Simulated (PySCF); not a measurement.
CH4Br2Ge, SMILES [Br][GeH]([CH3])[Br]. Atoms are numbered in the order given.

```xyz
8

Ge    -0.4092    -0.6400     0.0000
C      0.6722    -2.2605     0.0000
Br     0.1195     0.6082     1.8934
Br     0.1195     0.6082    -1.8934
H     -1.9329    -0.8459     0.0000
H      0.4465    -2.8505     0.9004
H      0.4465    -2.8505    -0.9004
H      1.7351    -1.9830     0.0000
```

The structure is a stationary point at B3LYP-D3(BJ)/def2-SVP.

All values below come from PBE/pcSseg-1 in PySCF.

GIAO shieldings, no solvent; atoms alike by connectivity are averaged. δ = σ(ref) − σ: ⁷³Ge against GeH4 (σ = 1614.4 ppm); ¹³C against TMS (σ = 182.0 ppm); ¹H against TMS (σ = 31.49 ppm), references at their B3LYP-D3(BJ)/def2-TZVP geometries, non-relativistic (without spin–orbit terms, shifts of atoms bonded to Cl or Br come out too high).

```json
[
 {"atoms": "Ge1", "nucleus": "⁷³Ge", "count": "1", "δ (ppm)": "___"},
 {"atoms": "C2", "nucleus": "¹³C", "count": "1", "δ (ppm)": "20.1"},
 {"atoms": "H5", "nucleus": "¹H", "count": "1", "δ (ppm)": "7.23"},
 {"atoms": "H6, H7, H8", "nucleus": "¹H", "count": "3", "δ (ppm)": "___"}
]
```

**Question.** Complete the blanks. (Estimate from the structure and the level; the computed values follow.)

**Answer.** 
- H6, H7, H8, δ (ppm): 1.55
- Ge1, δ (ppm): 505.2
